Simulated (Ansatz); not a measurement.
**Abstraction of H: H2Se + C2H2I → HSe + C2H3I**

Species: H2Se (hydrogen selenide) `[SeH2]`, singlet; C2H2I `[H]/[C]=C\I`, doublet; HSe, doublet; C2H3I (vinyl iodide) `C=CI`, singlet. A radical takes H: the energy is the difference in strength between the Se–H bond broken and the C–H bond made.

Shapes, held fixed at every level: PBE0-D4/def2-TZVP. Programs: Ansatz 0.2.0. The zero-point and thermal change to 298 K, harmonic and unscaled (PBE0-D4/def2-TZVP), is +13.7 kJ/mol.

```json
{"level": "HF/def2-TZVPP", "kind": "Hartree–Fock", "ΔH(298 K) (kJ/mol)": "-109.3"}
{"level": "r2SCAN-D4/def2-TZVPP", "kind": "meta-GGA", "ΔH(298 K) (kJ/mol)": "-90.0"}
{"level": "BHLYP-D4/def2-TZVPP", "kind": "global hybrid", "ΔH(298 K) (kJ/mol)": "-113.6"}
{"level": "PBE0-D4/def2-TZVPP", "kind": "global hybrid", "ΔH(298 K) (kJ/mol)": "-103.6"}
{"level": "r2SCAN0-D4/def2-TZVPP", "kind": "global hybrid", "ΔH(298 K) (kJ/mol)": "-99.1"}
{"level": "wB97M-V/def2-TZVPP", "kind": "range-separated hybrid", "ΔH(298 K) (kJ/mol)": "-115.1"}
{"level": "wB97X-V/def2-TZVPP", "kind": "range-separated hybrid", "ΔH(298 K) (kJ/mol)": "-112.8"}
{"level": "B2PLYP/def2-TZVPP", "kind": "double hybrid", "ΔH(298 K) (kJ/mol)": "-108.8"}
```

B2PLYP/def2-TZVPP gives ΔH(298 K) = -108.8 kJ/mol; the levels span -115.1 to -90.0. The median of the levels is -109.0. No measured value is set beside it here. Spin contamination: C2H2I (⟨S²⟩ up to 0.98). Open shells run unrestricted. For atoms past krypton def2 sets carry core potentials with scalar relativity. Relativity is left out for Se. Outer-core shells of I, Se are correlated, in sets that cover them unevenly.
